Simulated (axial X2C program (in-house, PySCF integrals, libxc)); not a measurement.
## Testing model relations on MoBr

A bond curve at the CCSD(T) level, 2c, was computed with an in-house all-electron X2C program for linear molecules (integrals from PySCF) (basis Mo dyall-cv3z [11s12p9d5f3g], Br dyall-cv3z [8s9p6d4f1g] (cores contracted in-house)) for the state Ω = 5/2 (⟨Sz⟩ = 2.50, ⟨Lz⟩ = 0.00 at HF). Its fit gives Re = 2.4445 Å, ωe = 267.5 cm⁻¹, ωexe = 0.703 cm⁻¹ and αe = 2.240e-04 cm⁻¹; the masses are 97.9054 and 78.9183 u. Two-component means X2C with spin–orbit coupling and atomic mean-field Coulomb and Gaunt terms.

Correlated methods: 21 electrons correlated (number of frozen shells: Mo 3 s, 2 p, 1 d; Br 3 s, 2 p, 1 d), 307 virtual spin orbitals or spinors in MP2, 110 natural virtuals in coupled cluster.

Q: Find the reduced mass, Be and the force constant.

A: From the CCSD(T) values: μ = 43.6962 u. Be = 16.8576/(μ Re²) = 0.06456 cm⁻¹. k = 5.8918×10⁻⁷ μ ωe² = 1.84 mdyn/Å.

Q: Where do the fundamental and the first overtone lie?

A: ν(1←0) = ωe − 2ωexe = 266.1 cm⁻¹; ν(2←0) = 2ωe − 6ωexe = 530.8 cm⁻¹.

Q: A Morse curve ties αe to the other constants (Pekeris). How well does that hold?

A: αe(Morse) = 6Be²/ωe × (√(ωexe/Be) − 1) = 2.150e-04 cm⁻¹; the CCSD(T) curve gives 2.240e-04 cm⁻¹, a ratio of 0.96.

Q: Estimate the centrifugal constant by the Kratzer relation.

A: D = 4Be³/ωe² = 1.50e-08 cm⁻¹.

The state is one determinant whose occupation by symmetry is held fixed; it was picked as the lowest of a PBE0 search that is not exhaustive. Coupled cluster ran in a truncated set of natural virtual spinors; the MP2 energy of the rest was added. (T) has no such correction and the atoms are truncated less, which lowers De at CCSD(T) by a hundredth of an eV or more. With several unpaired electrons one determinant need not be a pure state. This is the top spin component of a Σ state; components of lower Ω are not single determinants and can lie lower.
